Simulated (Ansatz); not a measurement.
Ge4H11OF, closed shell: a relaxation.

in.yaml

```yaml
crystal:
  periodic: [false, false, false]
  atoms:
    - {symbol: Ge, position_ang: [-0.944273, -0.032323, -0.108574]}
    - {symbol: Ge, position_ang: [2.029635, -0.283071, 0.004408]}
    - {symbol: Ge, position_ang: [-0.667113, 1.612526, -1.840940]}
    - {symbol: Ge, position_ang: [-0.792373, -0.015141, 2.284287]}
    - {symbol: F, position_ang: [-2.633995, -0.638326, -0.332143]}
    - {symbol: H, position_ang: [0.365850, -1.799180, -0.684783]}
    - {symbol: O, position_ang: [-0.403910, -1.888224, -0.933552]}
    - {symbol: H, position_ang: [2.724517, -0.716834, 1.326127]}
    - {symbol: H, position_ang: [3.134873, -0.589344, -1.075822]}
    - {symbol: H, position_ang: [2.034969, 1.259694, 0.070606]}
    - {symbol: H, position_ang: [-1.997425, 1.836147, -2.557467]}
    - {symbol: H, position_ang: [0.405034, 1.112125, -2.822194]}
    - {symbol: H, position_ang: [-0.205030, 2.880392, -1.123252]}
    - {symbol: H, position_ang: [0.435272, 0.821939, 2.641965]}
    - {symbol: H, position_ang: [-2.076029, 0.555062, 2.898630]}
    - {symbol: H, position_ang: [-0.591334, -1.477163, 2.732811]}
    - {symbol: H, position_ang: [-0.818667, -2.638379, -0.480007]}
basis:
  gaussian: {orbitals: def2-TZVP}
hamiltonian: {xc: pbe0, dispersion: d4}
relax: {f_tol: 0.005, max_steps: 200}
```

Command:

```bash
ansatz run in.yaml --threads 4 --pin off --events-out ev --progress --plain --max-ram 63488MiB --backend cuda --devices 0, --max-vram 37GiB
```

The run's output (Ansatz 0.2.0):

```
Functional definition: PBE0
  name "PBE0"
  cite "Adamo & Barone, J. Chem. Phys. 110, 6158 (1999) doi:10.1063/1.478522"
  cite "Perdew, Burke & Ernzerhof, Phys. Rev. Lett. 77, 3865 (1996) doi:10.1103/PhysRevLett.77.3865"
  parent pbe
  parameter a = 0.25
  parameter kappa = 0.804
  parameter beta = 0.06672455060314922
  exchange = (1 - a)*pbe_x(kappa = kappa, mu = beta*pi^2/3) + a*exact_x
  correlation = pbe_c(beta = beta)
2395 factors; their error is unknown
mean field evaluation 1: about -230976.7406 eV, gradient 6.7e1 eV
mean field evaluation 2: about -230967.5475 eV, gradient 1.0e2 eV
mean field evaluation 4: about -230982.8032 eV, gradient 4.8e0 eV
mean field evaluation 8: about -230982.8348 eV, gradient 7.8e-2 eV
mean field evaluation 16: about -230983.9197 eV, gradient 2.3e-4 eV
mean field -230983.91970010 eV, -8488.5024824546 hartree, gradient 4.5e-5 eV, S^2 0.000000; 0 other end points of the search recorded, 0 dependent functions left out
the calculation of the forces begins
reference -230983.91974235 eV, -8488.5024840074 hartree; 78, 78 occupied and 242, 242 virtual orbitals, 2395 factors
relax step   1: F+E_penalty+E_count = -230984.35629582 eV  Δ(F+E_penalty+E_count) = +0.000e0 eV  max|allowed force component| = 1.350e1 eV/Å  Δτ_max = 0.0000 Å  (29 SCF iters, accepted)
relax step   2: F+E_penalty+E_count = -230985.54859858 eV  Δ(F+E_penalty+E_count) = -1.192e0 eV  max|allowed force component| = 8.384e-1 eV/Å  Δτ_max = 0.1944 Å  (38 SCF iters, accepted)
relax step   3: F+E_penalty+E_count = -230985.69495111 eV  Δ(F+E_penalty+E_count) = -1.464e-1 eV  max|allowed force component| = 1.224e0 eV/Å  Δτ_max = 0.1935 Å  (32 SCF iters, accepted)
relax step   4: F+E_penalty+E_count = -230985.81080407 eV  Δ(F+E_penalty+E_count) = -1.159e-1 eV  max|allowed force component| = 1.531e0 eV/Å  Δτ_max = 0.1948 Å  (32 SCF iters, accepted)
relax step   5: F+E_penalty+E_count = -230985.90217399 eV  Δ(F+E_penalty+E_count) = -9.137e-2 eV  max|allowed force component| = 1.963e0 eV/Å  Δτ_max = 0.1916 Å  (33 SCF iters, accepted)
relax step   6: F+E_penalty+E_count = -230986.13424165 eV  Δ(F+E_penalty+E_count) = -2.321e-1 eV  max|allowed force component| = 1.104e0 eV/Å  Δτ_max = 0.2000 Å  (32 SCF iters, accepted)
relax step   7: F+E_penalty+E_count = -230986.34603305 eV  Δ(F+E_penalty+E_count) = -2.118e-1 eV  max|allowed force component| = 4.922e-1 eV/Å  Δτ_max = 0.1948 Å  (32 SCF iters, accepted)
relax step   8: F+E_penalty+E_count = -230986.53028072 eV  Δ(F+E_penalty+E_count) = -1.842e-1 eV  max|allowed force component| = 6.698e-1 eV/Å  Δτ_max = 0.1960 Å  (32 SCF iters, accepted)
relax step   9: F+E_penalty+E_count = -230986.67277434 eV  Δ(F+E_penalty+E_count) = -1.425e-1 eV  max|allowed force component| = 1.512e0 eV/Å  Δτ_max = 0.1948 Å  (32 SCF iters, accepted)
relax step  10: F+E_penalty+E_count = -230986.81450506 eV  Δ(F+E_penalty+E_count) = -1.417e-1 eV  max|allowed force component| = 1.098e0 eV/Å  Δτ_max = 0.1950 Å  (32 SCF iters, accepted)
relax step  11: F+E_penalty+E_count = -230986.92127683 eV  Δ(F+E_penalty+E_count) = -1.068e-1 eV  max|allowed force component| = 4.790e-1 eV/Å  Δτ_max = 0.2000 Å  (30 SCF iters, accepted)
relax step  12: F+E_penalty+E_count = -230986.94993895 eV  Δ(F+E_penalty+E_count) = -2.866e-2 eV  max|allowed force component| = 1.305e0 eV/Å  Δτ_max = 0.1980 Å  (31 SCF iters, accepted)
relax step  13: F+E_penalty+E_count = -230986.94622632 eV  Δ(F+E_penalty+E_count) = +3.713e-3 eV  max|allowed force component| = 1.423e0 eV/Å  Δτ_max = 0.1949 Å  (31 SCF iters, rejected (line search))
relax step  14: F+E_penalty+E_count = -230986.99992993 eV  Δ(F+E_penalty+E_count) = -4.999e-2 eV  max|allowed force component| = 4.833e-1 eV/Å  Δτ_max = 0.0974 Å  (31 SCF iters, accepted)
relax step  15: F+E_penalty+E_count = -230987.01853299 eV  Δ(F+E_penalty+E_count) = -1.860e-2 eV  max|allowed force component| = 8.868e-2 eV/Å  Δτ_max = 0.1000 Å  (31 SCF iters, accepted)
relax step  16: F+E_penalty+E_count = -230987.01541060 eV  Δ(F+E_penalty+E_count) = +3.122e-3 eV  max|allowed force component| = 1.962e-1 eV/Å  Δτ_max = 0.1500 Å  (31 SCF iters, rejected (line search))
relax step  17: F+E_penalty+E_count = -230987.02393604 eV  Δ(F+E_penalty+E_count) = -5.403e-3 eV  max|allowed force component| = 1.655e-1 eV/Å  Δτ_max = 0.0738 Å  (30 SCF iters, accepted)
relax step  18: F+E_penalty+E_count = -230987.02266719 eV  Δ(F+E_penalty+E_count) = +1.269e-3 eV  max|allowed force component| = 1.273e-1 eV/Å  Δτ_max = 0.0750 Å  (31 SCF iters, rejected (line search))
relax step  19: F+E_penalty+E_count = -230987.02613881 eV  Δ(F+E_penalty+E_count) = -2.203e-3 eV  max|allowed force component| = 2.625e-2 eV/Å  Δτ_max = 0.0364 Å  (32 SCF iters, accepted)
relax step  20: F+E_penalty+E_count = -230987.02707396 eV  Δ(F+E_penalty+E_count) = -9.351e-4 eV  max|allowed force component| = 2.325e-2 eV/Å  Δτ_max = 0.0366 Å  (32 SCF iters, accepted)
relax step  21: F+E_penalty+E_count = -230987.02778486 eV  Δ(F+E_penalty+E_count) = -7.109e-4 eV  max|allowed force component| = 2.430e-2 eV/Å  Δτ_max = 0.0558 Å  (31 SCF iters, accepted)
relax step  22: F+E_penalty+E_count = -230987.02812281 eV  Δ(F+E_penalty+E_count) = -3.380e-4 eV  max|allowed force component| = 2.000e-2 eV/Å  Δτ_max = 0.0239 Å  (32 SCF iters, accepted)
relax step  23: F+E_penalty+E_count = -230987.02850009 eV  Δ(F+E_penalty+E_count) = -3.773e-4 eV  max|allowed force component| = 1.834e-2 eV/Å  Δτ_max = 0.0265 Å  (32 SCF iters, accepted)
relax step  24: F+E_penalty+E_count = -230987.02925088 eV  Δ(F+E_penalty+E_count) = -7.508e-4 eV  max|allowed force component| = 4.948e-2 eV/Å  Δτ_max = 0.0875 Å  (29 SCF iters, accepted)
relax step  25: F+E_penalty+E_count = -230987.02958094 eV  Δ(F+E_penalty+E_count) = -3.301e-4 eV  max|allowed force component| = 4.817e-2 eV/Å  Δτ_max = 0.0220 Å  (32 SCF iters, accepted)
relax step  26: F+E_penalty+E_count = -230987.02993640 eV  Δ(F+E_penalty+E_count) = -3.555e-4 eV  max|allowed force component| = 4.077e-2 eV/Å  Δτ_max = 0.0278 Å  (32 SCF iters, accepted)
relax step  27: F+E_penalty+E_count = -230987.03015071 eV  Δ(F+E_penalty+E_count) = -2.143e-4 eV  max|allowed force component| = 2.216e-2 eV/Å  Δτ_max = 0.0318 Å  (32 SCF iters, accepted)
relax step  28: F+E_penalty+E_count = -230987.03026719 eV  Δ(F+E_penalty+E_count) = -1.165e-4 eV  max|allowed force component| = 1.942e-2 eV/Å  Δτ_max = 0.0209 Å  (32 SCF iters, accepted)
relax step  29: F+E_penalty+E_count = -230987.03037473 eV  Δ(F+E_penalty+E_count) = -1.075e-4 eV  max|allowed force component| = 1.033e-2 eV/Å  Δτ_max = 0.0150 Å  (32 SCF iters, accepted)
relax step  30: F+E_penalty+E_count = -230987.03044880 eV  Δ(F+E_penalty+E_count) = -7.407e-5 eV  max|allowed force component| = 9.737e-3 eV/Å  Δτ_max = 0.0205 Å  (32 SCF iters, accepted)
relax step  31: F+E_penalty+E_count = -230987.03047909 eV  Δ(F+E_penalty+E_count) = -3.029e-5 eV  max|allowed force component| = 1.187e-2 eV/Å  Δτ_max = 0.0188 Å  (32 SCF iters, accepted)
relax step  32: F+E_penalty+E_count = -230987.03049058 eV  Δ(F+E_penalty+E_count) = -1.149e-5 eV  max|allowed force component| = 7.659e-3 eV/Å  Δτ_max = 0.0121 Å  (33 SCF iters, accepted)
relax step  33: F+E_penalty+E_count = -230987.03049918 eV  Δ(F+E_penalty+E_count) = -8.597e-6 eV  max|allowed force component| = 3.298e-3 eV/Å  Δτ_max = 0.0032 Å  (25 SCF iters, accepted)
Total energy: -230987.03054602 eV, -8488.6168039337 hartree
Atom 0 at    -0.322248     0.237024     0.041734 Å, force     0.001826     0.002245     0.001422 eV/Å
Atom 1 at     2.020498    -0.417263    -0.097539 Å, force    -0.000636     0.000302     0.000831 eV/Å
Atom 2 at    -0.913392     2.052567    -1.467332 Å, force    -0.001067     0.002190    -0.001156 eV/Å
Atom 3 at    -1.079061     0.613000     2.324327 Å, force     0.000347     0.001807     0.001294 eV/Å
Atom 4 at    -1.335753    -1.125480    -0.515834 Å, force    -0.002540    -0.003023    -0.001291 eV/Å
Atom 5 at     0.547915    -3.803066    -0.746004 Å, force    -0.000985    -0.003020     0.001773 eV/Å
Atom 6 at     0.584260    -2.986872    -1.248170 Å, force     0.002408     0.003294    -0.003298 eV/Å
Atom 7 at     2.331865    -1.587075     0.840841 Å, force     0.000251     0.000384    -0.000220 eV/Å
Atom 8 at     2.450685    -0.695822    -1.538219 Å, force     0.000317     0.000024    -0.000149 eV/Å
Atom 9 at     2.770362     0.832480     0.418077 Å, force    -0.000095    -0.000455    -0.000164 eV/Å
Atom 10 at    -2.416764     2.352720    -1.370870 Å, force     0.002661    -0.000487     0.000022 eV/Å
Atom 11 at    -0.552322     1.678583    -2.912142 Å, force    -0.000330     0.000307     0.001854 eV/Å
Atom 12 at    -0.122085     3.305607    -1.055940 Å, force    -0.000990    -0.001946    -0.000541 eV/Å
Atom 13 at    -0.284738     1.788025     2.918972 Å, force    -0.001145    -0.001557    -0.000843 eV/Å
Atom 14 at    -2.575918     0.957351     2.340830 Å, force     0.001150    -0.000202     0.000054 eV/Å
Atom 15 at    -0.831867    -0.641742     3.175659 Å, force    -0.000163     0.000886    -0.000447 eV/Å
Atom 16 at    -0.271436    -2.560138    -1.108291 Å, force    -0.001009    -0.000748     0.000857 eV/Å
Dipole moment:    -0.022525     0.144430     0.309797 e Å

[the SCF lines of later steps are left out]
```

The lines “mean field evaluation” count trial sets of orbitals through the whole run, from several starts and some on an approximate energy, so they need not fall steadily or lie above the final value.

Hardware: 4 CPU threads of an AMD EPYC 7R13 and a share of one NVIDIA H100, shared host. Wall time 98 s; peak host memory 1.2 GiB.
